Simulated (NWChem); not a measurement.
Molecule: InHOBrF; SMILES [Br][In]([OH])[F]

```xyz
5

In     0.0093     0.6763     0.0000
F      1.7354     1.6388     0.0000
Br     0.0335    -1.7942     0.0000
O     -1.6686     1.7799     0.0000
H     -1.4018     2.7225     0.0000
```
Atoms are numbered in this order, from 1.

Level: PBE-D3(BJ)/def2-SVP with def2 effective core potentials on In (NWChem), optimised geometry, unscaled harmonic frequencies. This build's default masses of Se (78.918 u) and Br (79.917 u) are each other's, which moves their modes by up to 0.6 %. def2 effective core potentials on In; no spin-orbit coupling.

Task: List the harmonic frequencies with IR intensities, and the thermochemistry.

Result: 
| frequency (cm⁻¹) | IR intensity (km/mol) |
|---|---|
| 85 | 2.7 |
| 111 | 28.7 |
| 113 | 13.8 |
| 252 | 19.2 |
| 281 | 94.9 |
| 574 | 37.4 |
| 596 | 55.4 |
| 862 | 60.3 |
| 3679 | 74.3 |

```json
{
 "zero_point_energy": "9.4 kcal/mol",
 "thermal correction to the enthalpy at 298.15 K (with zero-point energy)": "13.9 kcal/mol",
 "heat capacity Cv": "17.9 cal/(mol K)",
 "entropy at 298.15 K and 1 atm (symmetry number 1)": "85.2 cal/(mol K)"
}
```

Rigid rotor and harmonic oscillator; modes under 100 cm⁻¹ make the entropy uncertain.
